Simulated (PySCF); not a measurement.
## InTe: input and log

State: ²Π (doublet), unpaired electrons π ↑.

An equivalent input (the run itself took its basis sets from the Basis Set Exchange, started from a PBE0 density and held the occupation σ 9α 9β, πx 5α 4β, πy 5α 5β, δx 2α 2β, δy 2α 2β):

```python
from pyscf import gto, dft
mol = gto.M(atom='In 0 0 0; Te 0 0 2.866', basis={'In': 'def2-SVP', 'Te': 'def2-SVP'}, ecp={'In': 'def2-SVP', 'Te': 'def2-SVP'},
            charge=0, spin=1, verbose=4, symmetry='C2v')
mf = dft.UKS(mol, xc='HYB_MGGA_XC_R2SCANH')
mf.grids.atom_grid = (80, 434)
mf.grids.prune = dft.gen_grid.treutler_prune
mf.irrep_nelec = {'A1': (11, 11), 'A2': (2, 2), 'B1': (5, 4), 'B2': (5, 5)}
mf.conv_tol = 1e-9
mf.max_cycle = 60
mf.diis_space = 10
mf.kernel()
```

The log (some set-up lines and the per-cycle HOMO/LUMO lines removed):

```
******** <class 'pyscf.dft.uks_symm.SymAdaptedUKS'> ********
method = SymAdaptedUKS
damping factor = 0
level_shift factor = 0
DIIS = <class 'pyscf.scf.diis.CDIIS'>
diis_start_cycle = 1
diis_space = 10
diis_damp = 0
SCF conv_tol = 1e-09
SCF conv_tol_grad = None
SCF max_cycles = 60
number electrons alpha = 23  beta = 22
Set gradient conv threshold to 3.16228e-05
init E= -458.329353357228
cycle= 1 E= -458.329638234299  delta_E= -0.000285  |g|= 0.00385  |ddm|= 0.0668
cycle= 2 E= -458.329628180258  delta_E= 1.01e-05  |g|= 0.0049  |ddm|= 0.0185
cycle= 3 E= -458.329652889988  delta_E= -2.47e-05  |g|= 0.000828  |ddm|= 0.0117
cycle= 4 E= -458.329653552995  delta_E= -6.63e-07  |g|= 0.000233  |ddm|= 0.00172
cycle= 5 E= -458.329653631652  delta_E= -7.87e-08  |g|= 6.29e-05  |ddm|= 0.000701
cycle= 6 E= -458.329653644332  delta_E= -1.27e-08  |g|= 2.65e-05  |ddm|= 0.000342
cycle= 7 E= -458.329653647051  delta_E= -2.72e-09  |g|= 6.12e-06  |ddm|= 0.000197
cycle= 8 E= -458.329653647148  delta_E= -9.65e-11  |g|= 1.13e-06  |ddm|= 3.91e-05
Extra cycle  E= -458.329653647148  delta_E= -4.55e-13  |g|= 7.28e-07  |ddm|= 3.53e-06
converged SCF energy = -458.329653647148  <S^2> = 0.75606688  2S+1 = 2.0060577
```

Repeating this along the bond gives Re = 2.852 Å and ωe = 164 cm⁻¹.

A point of this curve took 1.1 CPU seconds beside 0.49 for the integrals, on Oxide Virtual Turin-like (shared host).

Spin–orbit coupling is left out. The state was picked by a PBE0 search and need not be the measured ground state.
